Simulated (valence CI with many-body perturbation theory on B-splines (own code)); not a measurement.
# E1 line list for Tc37+

Calculated by relativistic CI+MBPT: four valence electrons over a frozen Dirac-Fock core [He], radial functions for each j: 11 s, 11 p, 10 d, 8 f, 5 g, 2 h, with the one-electron correlation potential Σ1 (screened to all orders), the two-electron term Σ2, the three-electron term Σ3, Breit, model QED; selected single and double excitations, second order for the rest, scaled by the run's own slope (own B-spline code, finite nucleus).

No measured spectrum was set against this ion. As an estimate, large intervals hold to a few tenths of a per cent, small ones and those within an open d or f shell to about a per cent. Among the levels kept, up to 1000 cm⁻¹ of a level comes from second order outside the variational space, and about a tenth of that is noise between levels of different J, which matters for small intervals.

Lines 201 to 250 of 546 in falling wavelength, among levels below 269.68 Ry, chosen from the strongest by gf and those to the six lowest levels. Wavelengths and rates use the calculated energies. Electric multipoles are in the length gauge, E1 and E2 with the static RPA response of the core. Weak lines are less certain than strong ones. Lines between different terms over intervals too small for the method are left out, as are lines whose strength nearly cancels. Where a level lies close to another of its J and parity, the split of strength between their lines is uncertain. The highest levels of a list are the least certain.

Levels are named by their leading jj configuration (3d3/2^4 stands for four electrons in 3d with j = 3/2), which in mixed levels can hold well under half, so a name can repeat and another be missing. Letters in brackets count levels of one name in rising energy.

```csv
λ vac (nm),Upper,Lower,A (s⁻¹),S (a.u.) with core polarisation,S without
4.249,(2s 2p3/2^3) J=1,(2s^2 2p3/2^2) J=0,9.19e+10,1.04e-02,1.05e-02
4.239,(2p1/2 2p3/2^2 3s) J=1 [b],(2s 2p1/2 2p3/2 3s) J=2 [c],1.81e+11,2.04e-02,2.04e-02
4.239,(2s 2p3/2^2 3d3/2) J=1 [b],(2s^2 2p3/2 3d3/2) J=2,2.10e+11,2.37e-02,2.37e-02
4.237,(2s 2p3/2^2 3d3/2) J=3 [b],(2s^2 2p3/2 3d3/2) J=3,1.48e+11,3.89e-02,3.90e-02
4.225,(2s 2p3/2^2 3s) J=1 [b],(2s^2 2p3/2 3s) J=1,2.77e+11,3.10e-02,3.11e-02
4.221,(2s 2p3/2^2 3s) J=1 [a],(2s^2 2p3/2 3s) J=2,1.37e+11,1.53e-02,1.53e-02
4.215,(2s 2p3/2^2 3p3/2) J=3 [b],(2s^2 2p3/2 3p3/2) J=3,2.20e+11,5.69e-02,5.70e-02
4.213,(2s 2p3/2^2 3d5/2) J=4 [b],(2s^2 2p3/2 3d5/2) J=4,1.94e+11,6.46e-02,6.47e-02
4.213,(2s 2p1/2 2p3/2 3d5/2) J=2 [c],(2s^2 2p3/2 3s) J=2,1.31e+11,2.42e-02,2.42e-02
4.201,(2p1/2^2 2p3/2 3d3/2) J=3,(2s 2p1/2^2 3d3/2) J=2,6.96e+10,1.78e-02,1.79e-02
4.201,(2s 2p3/2^2 3p1/2) J=1 [b],(2s^2 2p3/2 3p1/2) J=2,1.85e+11,2.03e-02,2.03e-02
4.198,(2p1/2 2p3/2^2 3s) J=2 [b],(2s 2p1/2 2p3/2 3s) J=2 [b],7.60e+10,1.39e-02,1.39e-02
4.193,(2s 2p3/2^2 3d3/2) J=2 [c],(2s^2 2p3/2 3d3/2) J=3,2.03e+11,3.69e-02,3.70e-02
4.193,(2s 2p1/2 2p3/2^2) J=0,(2s^2 2p1/2 2p3/2) J=1,1.58e+11,5.76e-03,5.77e-03
4.192,(2s 2p3/2^2 3p1/2) J=2 [b],(2s^2 2p3/2 3p1/2) J=2,2.51e+11,4.57e-02,4.58e-02
4.186,(2s 2p1/2^2 2p3/2) J=1,(2s^2 2p1/2^2) J=0,1.67e+11,1.81e-02,1.82e-02
4.186,(2s 2p3/2^2 3p1/2) J=1 [a],(2s^2 2p3/2 3p1/2) J=1,2.57e+11,2.80e-02,2.80e-02
4.175,(2s 2p3/2^2 3d5/2) J=2 [c],(2s 2p1/2 2p3/2 3p1/2) J=3,6.61e+10,1.19e-02,1.19e-02
4.170,(2s 2p3/2^2 3d5/2) J=3 [b],(2s^2 2p3/2 3d5/2) J=4,2.15e+11,5.38e-02,5.39e-02
4.163,(2s 2p3/2^2 3d3/2) J=2 [b],(2s^2 2p3/2 3d3/2) J=2,1.15e+11,2.04e-02,2.05e-02
4.162,(2p1/2^2 2p3/2 3p1/2) J=2,(2s 2p1/2^2 3p1/2) J=1,9.69e+10,1.72e-02,1.73e-02
4.162,(2p1/2^2 2p3/2 3d5/2) J=1,(2s 2p1/2^2 3d5/2) J=2,1.08e+11,1.15e-02,1.15e-02
4.157,(2s 2p3/2^2 3p3/2) J=2 [b],(2s^2 2p3/2 3p3/2) J=3,2.17e+11,3.85e-02,3.86e-02
4.147,(2s 2p3/2^2 3d5/2) J=1 [b],(2s^2 2p3/2 3d5/2) J=2,1.88e+11,1.99e-02,1.99e-02
4.135,(2p1/2^2 2p3/2 3s) J=2,(2s 2p1/2^2 3s) J=1,8.68e+10,1.52e-02,1.52e-02
4.134,(2s 2p3/2^2 3p3/2) J=1 [c],(2s^2 2p3/2 3p3/2) J=2,1.31e+11,1.37e-02,1.37e-02
4.131,(2s 2p3/2^2 3d5/2) J=2 [c],(2s^2 2p3/2 3d5/2) J=3,1.80e+11,3.13e-02,3.14e-02
4.127,(2p1/2 2p3/2^2 3p1/2) J=3,(2s 2p1/2 2p3/2 3p1/2) J=3,7.94e+10,1.93e-02,1.93e-02
4.114,(2p1/2 2p3/2^2 3p3/2) J=4,(2s 2p1/2 2p3/2 3p3/2) J=4,8.35e+10,2.58e-02,2.59e-02
4.102,(2s 2p1/2 2p3/2^2) J=2 [b],(2s^2 2p1/2 2p3/2) J=2,2.64e+11,4.49e-02,4.50e-02
4.089,(2p1/2 2p3/2^2 3p1/2) J=2 [b],(2s 2p1/2 2p3/2 3p1/2) J=2 [b],9.42e+10,1.59e-02,1.59e-02
4.061,(2s 2p1/2 2p3/2^2) J=1 [a],(2s^2 2p1/2 2p3/2) J=1,2.50e+11,2.48e-02,2.48e-02
4.050,(2p1/2 2p3/2^2 3s) J=3,(2s 2p1/2 2p3/2 3s) J=3,8.45e+10,1.94e-02,1.94e-02
4.036,(2p1/2^2 2p3/2 3d5/2) J=3,(2s 2p1/2^2 3d5/2) J=3,5.19e+10,1.18e-02,1.18e-02
4.031,(2p1/2 2p3/2^2 3p1/2) J=2 [a],(2s 2p1/2 2p3/2 3p1/2) J=2 [a],8.56e+10,1.38e-02,1.39e-02
4.029,(2p1/2 2p3/2^2 3d3/2) J=3,(2s 2p1/2 2p3/2 3d3/2) J=3 [a],6.12e+10,1.38e-02,1.39e-02
4.028,(2p1/2 2p3/2^2 3p3/2) J=3 [a],(2s 2p1/2 2p3/2 3p3/2) J=3 [a],9.42e+10,2.13e-02,2.13e-02
4.020,(2s 2p1/2 2p3/2^2) J=1 [b],(2s^2 2p1/2 2p3/2) J=2,2.77e+11,2.66e-02,2.67e-02
3.948,(2p1/2 2p3/2^2 3s) J=2 [a],(2s 2p1/2 2p3/2 3s) J=2 [a],8.91e+10,1.35e-02,1.36e-02
3.937,(2s 2p1/2 2p3/2^2) J=2 [b],(2s^2 2p1/2 2p3/2) J=1,9.98e+09,1.50e-03,1.51e-03
3.861,(2s 2p1/2 2p3/2^2) J=1 [b],(2s^2 2p1/2 2p3/2) J=1,2.96e+10,2.53e-03,2.53e-03
3.854,(2s 2p3/2^3) J=1,(2s^2 2p3/2^2) J=2,3.48e+11,2.95e-02,2.96e-02
3.741,(2p1/2 2p3/2^3) J=2,(2s 2p1/2 2p3/2^2) J=3,8.27e+10,1.07e-02,1.07e-02
3.727,(2p1/2^2 2p3/2^2) J=2,(2s 2p1/2^2 2p3/2) J=2,1.08e+11,1.38e-02,1.38e-02
3.069,(2s 2p3/2^3) J=2,(2s^2 2p1/2 2p3/2) J=2,9.08e+09,6.48e-04,6.49e-04
2.701,(2s 2p3/2^3) J=1,(2s^2 2p1/2 2p3/2) J=1,2.01e+10,5.87e-04,5.89e-04
0.4354,(2p1/2 2p3/2^2 3s) J=2 [b],(2p1/2 2p3/2^3) J=2,1.52e+13,3.09e-03,3.09e-03
0.4350,(2s^2 2p1/2 3p3/2) J=1,(2s 2p1/2^2 2p3/2) J=2,1.53e+12,1.87e-04,1.87e-04
0.4348,(2p1/2 2p3/2^2 3s) J=1 [a],(2p1/2 2p3/2^3) J=1,1.11e+13,1.36e-03,1.35e-03
0.4345,(2p1/2^2 2p3/2 3s) J=2,(2p1/2^2 2p3/2^2) J=2,6.89e+12,1.39e-03,1.39e-03
```
